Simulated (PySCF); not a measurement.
C2H9AsO2Si.
Z-matrix (Å and degrees, PBE0-D3(BJ)/def2-SVP geometry), rows numbered from 1:
```
C 
C   1  1.5139
O   2  1.4105  1  112.14
Si  3  1.6595  2  125.79  1   -81.73
O   4  1.6672  3  113.01  2    67.49
As  4  2.3594  3  109.79  2   -47.54
H   1  1.1009  2  110.63  3  -176.83
H   1  1.1005  2  110.79  3    62.96
H   1  1.1007  2  110.41  3   -56.98
H   2  1.1078  1  109.89  3  -123.28
H   2  1.1025  1  110.45  3   119.36
H   4  1.4885  3  103.99  2  -172.05
H   5  0.9629  4  115.99  3    64.59
H   6  1.5249  4   91.10  3  -166.95
H   6  1.5260  4   91.21  3   -74.45
```

Computed at PBE0/pcSseg-1 (PySCF, non-relativistic), with Q(17O) = −0.0256 b, Q(75As) = 0.314 b: O3, 17O (I = 5/2): χzz = -9.965 MHz, η = 0.347; O5, 17O (I = 5/2): χzz = -8.954 MHz, η = 0.543; As6, 75As (I = 3/2): χzz = -149.4 MHz, η = 0.520.

(1) Find the zero-field quadrupole resonance frequencies of 17O at O3.

(2) Find the zero-field quadrupole resonance frequencies of 17O at O5.

(3) Where would the pure quadrupole (NQR) lines of 75As at As6 fall for the rigid, isolated species?

## Answers

(1) From the eigenvalues of H = χ/[4I(2I − 1)] × [3Iz² − I(I + 1) + η(Ix² − Iy²)], steps between neighbouring levels, labelled as for η = 0: ±1/2↔±3/2 1.679 MHz, ±3/2↔±5/2 2.922 MHz (silyl ether oxygen).

(2) From the eigenvalues of H = χ/[4I(2I − 1)] × [3Iz² − I(I + 1) + η(Ix² − Iy²)], steps between neighbouring levels, labelled as for η = 0: ±1/2↔±3/2 1.718 MHz, ±3/2↔±5/2 2.554 MHz (silanol oxygen).

(3) From ν = (|χ|/2)√(1 + η²/3): ν = 77.99 MHz (arsenic bonded to Si and 2 H).

In a crystal, neighbours and librations shift these lines. The calculation is non-relativistic, for arsenic too. A larger basis could move these couplings by a tenth or more.

One conformer stands for the species.
